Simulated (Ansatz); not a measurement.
Abridged output of a molecular run in Ansatz:

```
Functional definition: HF
1344 factors; integrals over basis functions are off by at most 9.8e-4 eV
mean field evaluation 1: about -11512.3689 eV, gradient 4.4e1 eV
mean field evaluation 2: about -11512.5330 eV, gradient 4.4e1 eV
mean field evaluation 4: about -11517.1778 eV, gradient 4.0e0 eV
mean field evaluation 8: about -11517.2551 eV, gradient 3.1e-1 eV
mean field -11517.25559452 eV, -423.2513364226 hartree, gradient 3.0e-6 eV, S^2 0.000000; 0 other end points of the search recorded, 0 dependent functions left out
8 core orbitals not correlated: weight in the atoms' cores, before any rotation towards them, 1.000 or more for the frozen orbitals, at most 0.000 for the correlated occupied ones
reference -11517.25559452 eV, -423.2513364226 hartree; 12, 12 occupied and 213, 213 virtual orbitals, 1344 factors
second order -18.38258389 eV of doubles, -0.00000000 eV of singles
cycle   1  -19.02558968 eV  change   -6.4e-1 eV  update   9.4e-2
cycle   2  -19.51011529 eV  change   -4.8e-1 eV  update   3.0e-2
cycle   3  -19.60029747 eV  change   -9.0e-2 eV  update   1.5e-2
cycle   4  -19.59009175 eV  change    1.0e-2 eV  update   4.2e-3
cycle   5  -19.58951872 eV  change    5.7e-4 eV  update   2.0e-3
cycle   6  -19.58946244 eV  change    5.6e-5 eV  update   6.3e-4
cycle   7  -19.58923610 eV  change    2.3e-4 eV  update   2.3e-4
cycle   8  -19.58930418 eV  change   -6.8e-5 eV  update   8.2e-5
cycle   9  -19.58931295 eV  change   -8.8e-6 eV  update   2.6e-5
perturbative correction -0.79615535 eV, -0.0292581696 hartree
Total energy: -11537.64106283 eV, -424.0004885648 hartree
```

Its atoms:

Cartesian coordinates in Å:
```
C -0.8412 -0.7505 0.4736
C -0.8917 0.5037 -0.3848
Si 0.7155 1.3939 -0.9181
N 1.8770 0.3852 -0.1766
H -0.3561 -0.5601 1.4357
H -1.8394 -1.1396 0.6928
H -0.2885 -1.5546 -0.0215
H -1.4975 1.2815 0.1028
H -1.4316 0.3084 -1.3230
H 2.8640 0.5706 -0.2577
H 1.6895 -0.4386 0.3767
```

**Question.** Which basis set was used?
A. def2-QZVPP
B. def2-TZVPP
C. cc-pV(Q+d)Z
D. def2-SVP

**Answer.** B. It gives 233 functions.

**Question.** Write the keys of the input that set method, charge and spin (a neutral closed shell needs none for the last two).

**Answer.** 
```yaml
correlation: {method: ccsd_t}
```
